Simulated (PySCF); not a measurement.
H7P3Sn, SMILES [PH2][SnH]([PH2])[PH2].

Coordinates come from a B3LYP-D3(BJ)/def2-SVP optimisation. The structure was generated by enumeration; whether it is a known compound was not checked. The def2 effective core potentials stand for the cores of Sn; spin–orbit coupling is left out. One conformer was computed; it need not be the lowest.

Method: PySCF with PBE/def2-TZVP.

The molecule is in vacuum.

Computed frontier levels, gap, dipole moment and polarisability:
```json
{
 "highest_occupied_level": "-6.21 eV",
 "lowest_empty_level": "-2.07 eV",
 "orbital_gap": "4.14 eV",
 "dipole_moment": "0.54 D",
 "quadrupole, principal values (traceless, Buckingham form, about the centre of nuclear charge)": "-2.76, -2.76, 5.53 D·Å",
 "mean_static_polarisability": "135.3 bohr³ (20.04 Å³)",
 "polarisability_principal_values": "104.9, 150.4, 150.4 bohr³"
}
```
